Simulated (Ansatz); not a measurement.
`[SiH3][N]([SiH3])[Ag]` and `[SiH3][N]([SiH3])[GeH3]` differ in one atom or group.

Ansatz, PBE0-D4/def2-TZVP geometries, multiplicity 1. 

Elements past krypton have def2 core potentials. Scalar relativity is left out up to krypton.

```csv
property,`[SiH3][N]([SiH3])[Ag]`
LUMO energy (PBE/def2-TZVPP) / eV,-3.94
HOMO energy (B3LYP/def2-TZVPP) / eV,-6.43
HOMO energy (PBE/def2-TZVPP) / eV,-5.46
size of the dipole moment (ωB97M-V/def2-TZVPP) / D,5.60
LUMO energy (B3LYP/def2-TZVPP) / eV,-3.43
size of the dipole moment (B3LYP/def2-TZVPP) / D,4.81
```

Give the same properties after the change, and the shifts. (Estimate.)

The calculation gave: 
```csv
property,`[SiH3][N]([SiH3])[GeH3]`,shift
LUMO energy (PBE/def2-TZVPP) / eV,-1.21,2.73
HOMO energy (B3LYP/def2-TZVPP) / eV,-7.25,-0.82
HOMO energy (PBE/def2-TZVPP) / eV,-6.18,-0.72
size of the dipole moment (ωB97M-V/def2-TZVPP) / D,0.84,-4.76
LUMO energy (B3LYP/def2-TZVPP) / eV,-0.52,2.91
size of the dipole moment (B3LYP/def2-TZVPP) / D,0.78,-4.03
```

With PBE0 the HOMO falls by 0.88 eV and the LUMO rises by 2.70 eV, so the gap widens by about 3.58 eV. PBE moves the HOMO by -0.72 eV and ωB97M-V by -0.96 eV. Dipoles are sizes alone; their direction can turn.

B3LYP here is the variant with VWN-RPA as its local correlation; programs differ in this.
